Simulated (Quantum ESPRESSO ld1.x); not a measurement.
The numbers below are computed, except where a source is named.
Problem. The mean radii <r> (bohr) of the occupied orbitals of an atom or ion are listed with their occupations. Level of theory: Dirac Kohn-Sham, BLYP, spin-unpolarised, spherical densities, point nucleus (ld1.x of Quantum ESPRESSO 7.5).

orbital      occ.      <r>
1s1/2           2  0.01932
2s1/2           2  0.08123
2p1/2           2  0.06740
2p3/2           4  0.07501
3s1/2           2   0.2121
3p1/2           2   0.2020
3p3/2           4   0.2162
3d3/2           4   0.1898
3d5/2           6   0.1942
4s1/2           2   0.4780
4p1/2           2   0.4851
4p3/2           4   0.5179
4d3/2           4   0.5412
4d5/2           6   0.5527
5s1/2           1    1.155
5p1/2           2    1.279
5p3/2           4    1.378
4f5/2           6   0.6989
4f7/2           8   0.7117
6s1/2           1    2.880
6p1/2    0.333333    3.384
6p3/2    0.666667    3.589

Name the element and its charge. Open shells, if any, are shared by 2j + 1.

Solution. Z = 71, lutetium, charge +2: Lu2+ in [Kr] 4d10 4f14 5s1 5p6 6s1 6p1. The 1s radius gives Z: for a bare nucleus <r> = (2 gamma + 1)/(2Z) with gamma = sqrt(1 - (Z/c)^2), 0.01909 bohr for Z = 71, and screening makes it slightly larger (0.01932 here). The occupations add up to 69, and the charge is Z minus that.
